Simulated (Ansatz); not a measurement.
Si(OSiH3)(F)3 (F3H3OSi2), SMILES F[Si](F)(F)O[SiH3].

Geometry optimised at B3LYP-D3(BJ)/def2-SVP. One conformer was computed; it need not be the lowest.

Two levels are set side by side: PBE/def2-TZVPD (Ansatz, an electronic-structure program) and CAM-B3LYP/def2-TZVPD (Ansatz). Energy differences of separate SCF runs at the same geometry; the states with an electron removed or added have multiplicity 2 and 2. Differences are taken from unrounded values.

```json
[
 {"quantity": "vertical ionisation energy (eV)", "PBE": "11.49"},
 {"quantity": "vertical singlet–triplet gap (eV)", "PBE": "6.63"}
]
```

Task: These are the PBE values. What does CAM-B3LYP give? (The exact figures need the calculation; the answer reports its results.)

Result: 
| quantity | CAM-B3LYP | PBE minus CAM-B3LYP |
|---|---|---|
| vertical ionisation energy (eV) | 12.28 | -0.78 |
| vertical singlet–triplet gap (eV) | 7.54 | -0.91 |
